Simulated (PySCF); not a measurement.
# Dipole response of Cs⁺ (caesium, charge +1)

[Xe], closed-shell 1S. Calculation: PySCF 2.14, in def2-QZVPPD with the def2 core potential (46 electrons); scalar relativity through the core potential. Coupled (time-dependent) response in atomic units; α is the mean over directions.

```json
{"method": "UHF", "mean α (bohr³)": "15.62", "C₆ (like pair)": "129.8", "S(−4)": "34.08"}
{"method": "PBE", "mean α (bohr³)": "16.03", "C₆ (like pair)": "133.8", "S(−4)": "37.31"}
{"method": "PBE0", "mean α (bohr³)": "15.82", "C₆ (like pair)": "131.7", "S(−4)": "35.69"}
{"method": "TPSSh", "mean α (bohr³)": "15.80", "C₆ (like pair)": "132.3", "S(−4)": "35.30"}
{"method": "B97-3", "mean α (bohr³)": "15.81", "C₆ (like pair)": "131.7", "S(−4)": "35.47"}
```

S(−4) is the Cauchy moment in α(ω) = α(0) + S(−4) ω² + …

α(iu) at UHF:

```tsv
u (hartree)	α(iu) (bohr³)
0	15.62
0.0500	15.53
0.100	15.28
0.200	14.38
0.300	13.10
0.500	10.30
0.750	7.366
1.00	5.330
1.50	3.028
2.00	1.903
3.00	0.9287
5.00	0.3533
```

For an ion, C₆ is the dispersion term alone; charge-induced terms of lower order in 1/R come first.

Energies and moments cover only the electrons outside the core potential. Spin-orbit coupling, which splits the p, d and f shells strongly at this Z, is absent.
